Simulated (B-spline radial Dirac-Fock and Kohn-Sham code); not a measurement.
Z = 62 (samarium), transition energy 107 keV. Model: a Dirac-Hartree-Slater potential of the neutral atom with a Latter tail (no hole, which puts coefficients of high multipoles low close above an edge), finite nucleus with surface currents. Program: a radial atomic solver. Subshells that would emit electrons below 1 keV are left out.

**Question.** A pure transition shows α(K) = 0.980, L1/L2 = 0.313 and L1/L3 = 0.305. What is its multipolarity?
A. E3
B. E1
C. M4
D. E2
E. E4
F. M2
G. M1
H. M3

**Answer.** D. For comparison, α(K), L1/L2, L1/L3 are E1 0.194, 5.35, 4.26; E3 4.01, 0.0440, 0.0482; E4 16.0, 0.0198, 0.0230; M1 1.19, 12.2, 67.0; M2 9.83, 8.33, 5.65; M3 54.7, 5.73, 1.21; M4 286, 4.29, 0.524.

Values without a named source are computed, but for edge energies of neutral atoms, which are taken from tables.
